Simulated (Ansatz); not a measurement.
Input for Ansatz (a first-principles code): R-B2PLYP/def2-TZVPPD on BFH5N (a complex). Files ending in .json are basis or fitting sets from the Basis Set Exchange.

Ansatz 0.2 input:
```yaml
crystal:
  periodic: [false, false, false]
  atoms:
    - {symbol: B, position_ang: [-0.12648168, -0.37308079, 1.43733706]}
    - {symbol: F, position_ang: [0.93690420, 0.37918232, 0.92206819]}
    - {symbol: H, position_ang: [-1.22100995, 0.09350058, 1.20949699]}
    - {symbol: H, position_ang: [-0.02571032, -1.56617162, 1.25309006]}
    - {symbol: N, position_ang: [0.05793109, -0.19654714, 3.09406499]}
    - {symbol: H, position_ang: [0.00767695, 0.78687253, 3.34807106]}
    - {symbol: H, position_ang: [0.96514014, -0.55219767, 3.38493113]}
    - {symbol: H, position_ang: [-0.66638814, -0.70056836, 3.59764570]}
basis:
  gaussian:
    orbitals: def2-TZVPPD.json
hamiltonian:
  xc: {name: B2PLYP}
magnetization: {spin_polarized: false}
correlation: {electrons: outside_noble_gas}
scf: {lower_state_search: off}
```

Output:

```
WARN ansatz: RAYON_NUM_THREADS=1 ignored (pool sized by the plan → 1); use --threads N
Functional definition: B2PLYP
these checks for a lower state are left out or cut short: stability, starts, cluster_reference, orbital_swaps, neighbouring_geometries, increment
integrals: 0.32 GiB planned
1159 factors; integrals over basis functions are off by at most 1.1e-3 eV
mean field: 0.84 GiB planned
mean field evaluation 1: about -4956.3361 eV, gradient 4.5e1 eV
mean field evaluation 2: about -4956.3361 eV, gradient 4.5e1 eV
mean field evaluation 4: about -4959.9892 eV, gradient 3.4e0 eV
mean field evaluation 8: about -4960.0086 eV, gradient 3.6e-1 eV
mean field evaluation 16: about -4960.0088 eV, gradient 1.4e-5 eV
mean field -4960.00881702 eV, -182.2769620109 hartree, gradient 2.2e-6 eV, S^2 0.000000; 0 other end points of the search recorded, 0 dependent functions left out
3 core orbitals not correlated
reference -4960.00898077 eV, -182.2769680283 hartree; 10, 10 occupied and 186, 186 virtual orbitals, 1159 factors
second order -19.66022091 eV of doubles, -0.00000000 eV of singles
Total energy: -4965.31724041 eV, -182.4720429723 hartree
Checks for a lower state left out: stability, starts, cluster_reference, orbital_swaps, neighbouring_geometries, increment
```

The run converged.

Cost: around 2.8 core-seconds (rough).
